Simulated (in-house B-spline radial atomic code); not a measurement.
## Si II (Si+): [He] 2s2 2p5 3s2 3p1 4s1 (an excited or competing configuration)

Computed with a radial B-spline atomic code at the basis-set limit: non-relativistic revTPSS, spin-polarised, spherical fractional occupations, point nucleus.

Z_r = [3n² - l(l+1)]/(2<r>); Z_e = n√(-2ε); the last column is Slater's effective charge. Values are occupation-weighted means over spin.

```
shell  electrons   ε (eV)  <r> (bohr)    Z_r    Z_e  Slater
   1s          2  -1835.4      0.1114  13.46  11.61   13.70
   2s          2  -175.07      0.5528  10.85   7.17   10.20
   2p          5  -131.96      0.5142   9.72   6.23   10.20
   3s          2  -26.584       1.833   7.36   4.19    5.35
   3p          1  -18.596        2.04   6.13   3.51    5.35
   4s          1   -7.045       4.831   4.97   2.88    2.45
```

The least bound orbital is 4s up at -7.045 eV, and it is also the most diffuse (<r> = 4.831 bohr). The part-filled 2p shell lies below the filled 3s shell in orbital energy.
